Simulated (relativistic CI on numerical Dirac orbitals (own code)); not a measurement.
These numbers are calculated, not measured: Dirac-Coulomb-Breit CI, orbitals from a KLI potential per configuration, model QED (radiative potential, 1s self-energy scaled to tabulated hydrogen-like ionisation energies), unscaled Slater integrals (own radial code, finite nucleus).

CI space: 1s², 1s2s, 1s2p, 1s3s, 1s3p, 1s3d, 1s4s, 1s4p, 1s4d, 1s4f, 1s5s, 1s5p, 1s5d, 1s5f, 1s5g, 1s6s, 1s6p, 1s6d. Levels of other configurations are missing.

At this charge energies of transitions that change n are usually good to better than 1 %, and those within a shell (Δn = 0) to a few per cent.

Outline of the computed level scheme of Ga XXX. Lowest level of each configuration: 1s² ¹S0 at 0.0 eV; 1s2s ³S1 at 9534.1 eV; 1s2p ³P°0 at 9570.4 eV; 1s3s ³S1 at 11303.0 eV; 1s3p ³P°0 at 11313.0 eV; 1s3d ³D2 at 11328.6 eV; 1s4s ³S1 at 11915.9 eV; 1s4p ³P°0 at 11920.0 eV; 1s4d ³D2 at 11926.6 eV.

Some strong electric-dipole decays among the lowest 27 levels: 1s2p ¹P°1 → 1s² ¹S0 (8.9e+14 s⁻¹); 1s3p ¹P°1 → 1s² ¹S0 (2.5e+14 s⁻¹); 1s2p ³P°1 → 1s² ¹S0 (1.6e+14 s⁻¹); 1s4p ¹P°1 → 1s² ¹S0 (1.0e+14 s⁻¹); 1s3d ³D3 → 1s2p ³P°2 (5.3e+13 s⁻¹); 1s3d ¹D2 → 1s2p ¹P°1 (4.6e+13 s⁻¹); 1s3p ³P°1 → 1s² ¹S0 (4.5e+13 s⁻¹); 1s3d ³D2 → 1s2p ³P°1 (4.1e+13 s⁻¹).

LS names give the leading component of a level, which can be under half, so a name can repeat, a term be missing and a line seem to break the LS rules.
